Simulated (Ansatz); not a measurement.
A nudged elastic band was laid between two geometries of AlFGeH4O (8 atoms, charge 0, multiplicity 1).

All numbers below come from RKS B3LYP/def2-SVP in Ansatz 0.2.0.

```yaml
movable_images: 5
climbing_image: yes
spring: 5.0 eV/Å²
optimiser: quadratic models (default)
start_path: IDPP
force_threshold: 0.05 eV/Å
iteration_limit: 60
end_points: relaxed
```

First end point:

```xyz
8
Properties=species:S:1:pos:R:3
O 1.625 1.463 -0.465
Al 0.922 0.192 0.411
F 1.771 -0.460 1.695
Ge -1.296 -0.642 -0.230
H 2.484 1.869 -0.309
H -2.338 0.499 -0.232
H -1.274 -1.238 -1.655
H -1.803 -1.740 0.729
```

Last end point:

```xyz
8
Properties=species:S:1:pos:R:3
O 0.926 1.346 1.512
Al 0.977 0.201 0.261
F 2.464 -0.348 -0.266
Ge -1.122 -0.612 -0.721
H 1.675 1.733 1.976
H -1.915 0.540 -1.377
H -0.879 -1.687 -1.801
H -2.034 -1.231 0.361
```

**Question.** What changes between the two ends?

**Answer.** No bond is made or broken. The dihedral O1–Al2–Ge4–H7 goes from 63 to -178°. The two ends are copies of one structure, up to a mirror image or an exchange of like atoms.

**Question.** Give the energies along the band, and the barrier.

**Answer.** The run converged. The highest image is number 6 of 0 to 6, 0.000 eV above the ends, which have the same energy within 2 meV. The highest image is an end point: on this band no image between the ends rises above it.

| image | path coordinate (Å) | energy (eV) | dihedral O1–Al2–Ge4–H7 (°) |
| --- | --- | --- | --- |
| 0 | 0.00 | 0.000 | 63 |
| 1 | 0.60 | 0.000 | 83 |
| 2 | 1.19 | -0.001 | 103 |
| 3 | 1.79 | -0.001 | 123 |
| 4 | 2.38 | 0.000 | 143 |
| 5 | 2.98 | 0.000 | 163 |
| 6 | 3.58 | 0.000 | -178 |

Time of the run: 68 s on 2 threads of Arm Neoverse V1, on a shared host, peak memory 0.22 GiB.
